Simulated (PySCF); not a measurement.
In(H)2(OEt) (C₂H₇InO), SMILES [InH2][O]CC.

The structure is a stationary point at B3LYP-D3(BJ)/def2-SVP. The structure was generated by enumeration; whether it is a known compound was not checked. The def2 effective core potentials stand for the cores of In; spin–orbit coupling is left out. Other conformers were not sampled.

The numbers are results of ωB97X/def2-TZVP (PySCF), not measurements.

Symmetry labels are those of the subgroup Cs that the program uses (full group Cs).

Computed valence orbital energies around the gap with their symmetry:
| orbital | symmetry | energy (eV) |
|---|---|---|
| HOMO−7 | A' | -15.23 |
| HOMO−6 | A' | -14.69 |
| HOMO−5 | A' | -13.32 |
| HOMO−4 | A" | -12.65 |
| HOMO−3 | A' | -12.47 |
| HOMO−2 | A' | -11.06 |
| HOMO−1 | A' | -9.75 |
| HOMO | A" | -9.59 |
| LUMO | A" | 0.19 |
| LUMO+1 | A' | 1.59 |
| LUMO+2 | A' | 2.23 |
| LUMO+3 | A' | 2.92 |
